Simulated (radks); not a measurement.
Isoelectronic series with 19 electrons, all held in the configuration [Ar] 4s1, which need not be the ground one along the series. Method: scalar-relativistic Kohn-Sham, PBEsol, spin-unpolarised, spherical densities, finite nucleus; Fermi nuclear charge, rms radius of each element as measured or else 0.836 A^(1/3) + 0.57 fm; computed with a radial shooting solver on a logarithmic mesh with Libxc functionals. Total energies (hartree) and orbital eigenvalues (Ry):

ion,E (hartree),4s,3p
K,-601.28378,-0.16915,-1.38157
Ca+,-679.23549,-0.65729,-2.56022
Sc2+,-762.29853,-1.32016,-4.01607
Ti3+,-850.46886,-2.13496,-5.72362
V4+,-943.75043,-3.09271,-7.67320
Cr5+,-1042.15109,-4.18879,-9.85976
Mn6+,-1145.68134,-5.42047,-12.28029
Fe7+,-1254.35364,-6.78605,-14.93285
Co8+,-1368.18185,-8.28443,-17.81619
Ni9+,-1487.18145,-9.91493,-20.92948
